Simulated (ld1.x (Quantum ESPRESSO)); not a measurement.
# Ranking TM potentials for phosphorus (P)

All share these settings but for the change named:

| Property | Result |
| --- | --- |
| Element | phosphorus |
| Generator | ld1.x (Quantum ESPRESSO) 7.5 |
| Type | norm-conserving Troullier–Martins (Kleinman–Bylander form) |
| Functional | PBE |
| Relativity | scalar-relativistic |
| Frozen core | [Ne] |
| Valence charge | 5 |
| Reference configuration | 3s2 3p3 |
| Partial waves | 3s (bound): rc 1.65 bohr; 3p (bound): rc 1.85 bohr; 3d channel at 0.05 Ry: rc 1.80 bohr |
| Local potential | the d channel |
| Core correction | none |

Cutoff: the first of the cutoffs (Ry, on a coarse ladder) from which the occupation-weighted sum of valence levels, in a spherical-Bessel basis at the reference potential, stays within 10 and 1 mRy of its value at 400 Ry; the density cutoff is not measured.

The base gives 21 Ry.

Of 9 variants that were run, those that failed, showed a ghost or another fault, or gave nearly equal values are left out.

A variant can come out equal or close to the base.

(1) Rank these variants from softest to hardest (loose cutoff).
A. type RRKJ; local potential the s channel
B. wave 3d channel at 0.05 Ry: rc 1.80 bohr becomes 3d channel at 0.05 Ry: rc 2.56 bohr
C. wave 3s (bound): rc 1.65 bohr becomes 3s (bound): rc 2.08 bohr
D. wave 3p (bound): rc 1.85 bohr becomes 3p (bound): rc 1.30 bohr

## Answers

(1) C (15 Ry), B (21 Ry), A (30 Ry), D (55 Ry).
